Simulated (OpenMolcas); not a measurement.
# 4s2 4p2 along the 32-electron sequence

```yaml
Program: OpenMolcas 26.06
Method: CASSCF
Basis: ANO-RCC-VQZP
Scalar_Hamiltonian: DKH2, point nucleus
Spin-orbit_coupling: RASSI with atomic mean-field integrals over the reference wave functions, term energies averaged over their components
```

Active space for each ion: 4 electrons in 4 orbitals (4s 4p).

Computed levels in cm-1 above 3P0:

```
                               Level    As+   Se2+   Br3+   Kr4+
                                 3P1    923   1522   2302   3325
                                 3P2   2274   3563   5139   7065
                                 1D2  12558  15515  18619  22009
                                 1S0  22260  27326  32412  37721
weight of 3P in the lowest level (%)     99     99     98     97
```

Measured, with the error of the calculation in %. Measured levels: As+ from NIST Handbook of Basic Atomic Spectroscopic Data; Se2+ from Moore, Atomic Energy Levels, vol. II, NSRDS-NBS 35 (1971 reprint of NBS Circular 467, 1952); Kr4+ from Saloman, J. Phys. Chem. Ref. Data 36, 215 (2007).

```
Level            As+           Se2+           Kr4+
  3P1   1063 (-13.2)   1741 (-12.6)   3743 (-11.2)
  3P2   2541 (-10.5)    3937 (-9.5)    7595 (-7.0)
  1D2  10096 (+24.4)  13032 (+19.1)  19723 (+11.6)
  1S0   22599 (-1.5)                  39204 (-3.8)
```

The fine-structure level 3P2 changes by a factor of 3.11 from As+ to Kr4+. Its fourth root runs 6.91, 7.73, 8.47, 9.17, with steps per unit of Z of 0.82, 0.74, 0.70; equal steps would mean a (Z - σ)^4 law with constant σ.

1D2 changes by a factor of 1.75 over the same range, with steps per unit of Z of +2960, +3100, +3390 cm-1.

Without dynamic correlation excited terms often stand tens of per cent too high (terms of higher spin than the ground term too low), and those without a measured partner can miss by more than the paired ones (holds for As+). Measured partners are found by configuration, term and J. A level has none where our copy of the source lacks it or the pairing is in doubt (some pairs that miss far off the trend of their configuration count as doubtful), and it then counts in no deviation. Levels of configurations outside the active space are missing.
